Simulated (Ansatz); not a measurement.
Spectroscopic constants of MgF, multiplicity 2 (the spin of the measured ground state).

D_e counts from the fitted minimum to each atom's lowest state at the same level, without counterpoise.

Correlated levels freeze the inner cores; with def2 sets outer-core shells near the valence are correlated too.

Run with Ansatz (Gaussian basis) for Hartree–Fock, density functionals and correlated methods. Values without a source in brackets are computed.

```tsv
level	bond energy D_e (kcal/mol)
SVWN5/def2-TZVPP	(withheld)
PBE/def2-TZVPP	107.85
r2SCAN/def2-TZVPP	109.48
B3LYP/def2-TZVPP	102.16
PBE0/def2-TZVPP	102.36
wB97M-V/def2-TZVPP	(withheld)
B2PLYP/def2-TZVPP	103.35
CCSD/def2-QZVPP	102.32
CCSD(T)/def2-QZVPP	104.84
```

### Question
Complete the blanks.

### Answer

- SVWN5/def2-TZVPP, bond energy D_e (kcal/mol): 122.26
- wB97M-V/def2-TZVPP, bond energy D_e (kcal/mol): 99.14

Ansatz is an electronic-structure program.
